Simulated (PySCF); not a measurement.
Mg(I)(OSiH3) (H3IMgOSi), SMILES [I][Mg][O][SiH3].

Coordinates come from a B3LYP-D3(BJ)/def2-SVP optimisation. The structure was generated by enumeration; whether it is a known compound was not checked. The def2 effective core potentials stand for the cores of I; spin–orbit coupling is left out. One conformer was computed; it need not be the lowest.

All values below come from PySCF with PBE/def2-TZVP.

Symmetry labels are those of the subgroup Cs that the program uses (full group C3v).

Computed valence orbital energies around the gap with their symmetry:
| orbital | symmetry | energy (eV) |
|---|---|---|
| HOMO−7 | A' | -9.72 |
| HOMO−6 | A" | -8.68 |
| HOMO−5 | A' | -8.68 |
| HOMO−4 | A' | -7.91 |
| HOMO−3 | A" | -6.85 |
| HOMO−2 | A' | -6.85 |
| HOMO−1 | A" | -6.67 |
| HOMO | A' | -6.67 |
| LUMO | A' | -2.54 |
| LUMO+1 | A' | -0.90 |
| LUMO+2 | A" | -0.90 |
| LUMO+3 | A' | 0.06 |
